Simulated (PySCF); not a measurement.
Molecular orbitals of SrZn⁺

LC-ωPBE at R = 3.421 Å; PySCF, scalar-relativistic core potentials, basis sets Sr def2-SVP with ECP28, Zn def2-SVP. State: ²Σ⁺ (doublet), unpaired electrons σ ↑. Only the outer orbitals are listed, counted within each symmetry, core potentials removing the inner ones.

```json
{"spin": "α", "orbital": "8σ", "occ.": "1", "ε (eV)": "-19.71", "on Sr (%)": "0", "main shells (%)": "100 Zn d"}
{"spin": "α", "orbital": "4π", "occ.": "1", "ε (eV)": "-19.69", "on Sr (%)": "0", "main shells (%)": "100 Zn d"}
{"spin": "α", "orbital": "4π", "occ.": "1", "ε (eV)": "-19.69", "on Sr (%)": "0", "main shells (%)": "100 Zn d"}
{"spin": "α", "orbital": "1δ", "occ.": "1", "ε (eV)": "-19.67", "on Sr (%)": "0", "main shells (%)": "100 Zn d"}
{"spin": "α", "orbital": "1δ", "occ.": "1", "ε (eV)": "-19.67", "on Sr (%)": "0", "main shells (%)": "100 Zn d"}
{"spin": "α", "orbital": "9σ", "occ.": "1", "ε (eV)": "-13.66", "on Sr (%)": "18", "main shells (%)": "82 Zn s, 12 Sr s"}
{"spin": "α", "orbital": "10σ", "occ.": "1", "ε (eV)": "-10.00", "on Sr (%)": "89", "main shells (%)": "87 Sr s, 9 Zn s"}
{"spin": "α", "orbital": "5π", "occ.": "0", "ε (eV)": "-3.71", "on Sr (%)": "90", "main shells (%)": "74 Sr p, 16 Sr d, 10 Zn p"}
{"spin": "α", "orbital": "5π", "occ.": "0", "ε (eV)": "-3.71", "on Sr (%)": "90", "main shells (%)": "74 Sr p, 16 Sr d, 10 Zn p"}
{"spin": "α", "orbital": "11σ", "occ.": "0", "ε (eV)": "-3.62", "on Sr (%)": "62", "main shells (%)": "56 Sr p, 26 Zn p, 12 Zn s"}
{"spin": "β", "orbital": "8σ", "occ.": "1", "ε (eV)": "-19.69", "on Sr (%)": "0", "main shells (%)": "100 Zn d"}
{"spin": "β", "orbital": "4π", "occ.": "1", "ε (eV)": "-19.67", "on Sr (%)": "0", "main shells (%)": "100 Zn d"}
{"spin": "β", "orbital": "4π", "occ.": "1", "ε (eV)": "-19.67", "on Sr (%)": "0", "main shells (%)": "100 Zn d"}
{"spin": "β", "orbital": "1δ", "occ.": "1", "ε (eV)": "-19.65", "on Sr (%)": "0", "main shells (%)": "100 Zn d"}
{"spin": "β", "orbital": "1δ", "occ.": "1", "ε (eV)": "-19.65", "on Sr (%)": "0", "main shells (%)": "100 Zn d"}
{"spin": "β", "orbital": "9σ", "occ.": "1", "ε (eV)": "-13.40", "on Sr (%)": "21", "main shells (%)": "76 Zn s, 9 Sr s"}
{"spin": "β", "orbital": "10σ", "occ.": "0", "ε (eV)": "-4.71", "on Sr (%)": "88", "main shells (%)": "91 Sr s"}
{"spin": "β", "orbital": "5π", "occ.": "0", "ε (eV)": "-3.36", "on Sr (%)": "85", "main shells (%)": "44 Sr d, 41 Sr p, 15 Zn p"}
{"spin": "β", "orbital": "5π", "occ.": "0", "ε (eV)": "-3.36", "on Sr (%)": "85", "main shells (%)": "44 Sr d, 41 Sr p, 15 Zn p"}
```

Q: Which are the highest filled and the lowest empty level, where do they sit, and how wide is the gap?

A: Highest filled α 10σ at -10.00 eV (in %: 87 Sr s, 9 Zn s); lowest empty β 10σ at -4.71 eV (in %: 91 Sr s); the gap at LC-ωPBE is 5.29 eV.

```json
{
  "bond order (Mayer)": "0.52",
  "⟨S²⟩": "0.767",
  "charge on Sr (Mulliken, basis-dependent)": "0.70",
  "charge on Sr (Löwdin, basis-dependent)": "0.54",
  "dipole moment (positive dipole points towards Zn; it is taken about the centre of mass and depends on that origin)": "-2.78 D"
}
```

Spin–orbit coupling is left out. The state was picked by a PBE0 search and need not be the measured ground state.
